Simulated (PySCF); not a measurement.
# State search for GeB

Unrestricted PBE0; Ge pcseg-1, B pcseg-1; no relativity (PySCF 2.14). Outer shells of the fragments: Ge 3d10 4s2 4p2; B 2s2 2p1.

Followed along the bond (rough minima from three points):

```json
{"2Ms+1": "4", "unpaired": "σ ↑, π ↑↑", "⟨S²⟩ at the start": "3.75", "R at minimum (Å)": "1.99", "Te (eV)": "0.00"}
{"2Ms+1": "2", "unpaired": "σ ↓, π ↑↑", "⟨S²⟩ at the start": "1.77", "R at minimum (Å)": "2.00", "Te (eV)": "0.34"}
{"2Ms+1": "2", "unpaired": "σ ↑, π ↑↓", "⟨S²⟩ at the start": "1.76", "R at minimum (Å)": "2.00", "Te (eV)": "0.40"}
{"2Ms+1": "2", "unpaired": "σ ↑", "⟨S²⟩ at the start": "0.77", "R at minimum (Å)": "2.02", "Te (eV)": "1.07"}
{"2Ms+1": "2", "unpaired": "π ↑", "⟨S²⟩ at the start": "0.79", "R at minimum (Å)": "none in the scan", "Te (eV)": "≤ 1.15"}
```

Solutions found at the starting distance of 1.975 Å, counted from the lowest of them; the search is not exhaustive and high or unbound solutions are not listed, so other states can lie among these:

```csv
2Ms+1,unpaired,term,E (eV),⟨S²⟩,⟨Lz²⟩,μ (D)
4,"σ ↑, π ↑↑",⁴Σ⁻,0.00,3.75,0.00,-0.66
2,"σ ↓, π ↑↑",mixed,0.34,1.77,0.00,-0.70
2,"σ ↑, π ↑↓",mixed,0.41,1.76,2.01,-0.69
2,σ ↑,mixed,1.09,0.77,2.00,-0.69
2,π ↑,²Π,1.19,0.79,1.00,-0.64
2,π ↑,²Π,1.83,0.75,1.00,-2.42
4,"σ ↑↑, π ↑",⁴Π,2.93,3.88,1.02,-1.46
4,π ↑↑↑,⁴Π,2.95,3.85,1.00,-0.03
```

A term symbol is given only where ⟨S²⟩ and ⟨Lz²⟩ are close to those of a pure state; real π, δ and φ orbitals otherwise mix terms. A positive dipole means Ge(−)B(+).

Spin–orbit coupling is left out.
